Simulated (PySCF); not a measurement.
An equivalent PySCF input for As (arsenic, neutral), [Ar] 3d10 4s2 4p3, high-spin 4S determinant, with a scalar-relativistic core potential:

```python
from pyscf import gto, scf, dft, mp, cc
import basis_set_exchange as bse
txt = bse.get_basis("aug-cc-pwCVDZ-PP", elements=["As"], fmt="nwchem", header=False)
cut = txt.index("\nECP")
mol = gto.M(atom="As 0 0 0", charge=0, spin=3, symmetry="D2h",
            basis=gto.basis.parse(txt[:cut]),
            ecp={"As": gto.basis.parse_ecp(txt[cut:])})
mf = dft.UKS(mol, xc="HYB_MGGA_XC_R2SCAN0")
mf.irrep_nelec = {'Ag': (4, 4), 'B1g': (1, 1), 'B2g': (1, 1), 'B3g': (1, 1), 'B1u': (2, 1), 'B2u': (2, 1), 'B3u': (2, 1)}
mf.kernel()
```

It reaches the same state as the run whose output follows, with an energy that differs only through the grid. The run itself started from symmetry-adapted Hartree-Fock orbitals and held the occupation by maximum overlap, on a logarithmic radial grid, so the iterations belong to that start.

```
SCF conv_tol = 1e-09
number electrons alpha = 13  beta = 10
XC functionals = HYB_MGGA_XC_R2SCAN0
    M. Bursch, H. Neugebauer, S. Ehlert, and S. Grimme.,  J. Chem. Phys. 156, 134105 (2022)
cycle= 1 E= -332.287346866726  delta_E= -0.00479  |g|= 0.0468  |ddm|= 0.788
cycle= 2 E= -332.287394128107  delta_E= -4.73e-05  |g|= 0.0409  |ddm|= 0.15
cycle= 3 E= -332.287581743148  delta_E= -0.000188  |g|= 0.00269  |ddm|= 0.0632
cycle= 4 E= -332.287583201419  delta_E= -1.46e-06  |g|= 0.000256  |ddm|= 0.00762
cycle= 5 E= -332.287583255211  delta_E= -5.38e-08  |g|= 3.29e-05  |ddm|= 0.00108
cycle= 6 E= -332.287583257044  delta_E= -1.83e-09  |g|= 1.84e-06  |ddm|= 0.000176
cycle= 7 E= -332.287583257048  delta_E= -3.75e-12  |g|= 1.54e-07  |ddm|= 1.29e-05
converged SCF energy = -332.287583257048  <S^2> = 3.7507464  2S+1 = 4.0003732
```

Energies and moments cover only the electrons outside the core potential.
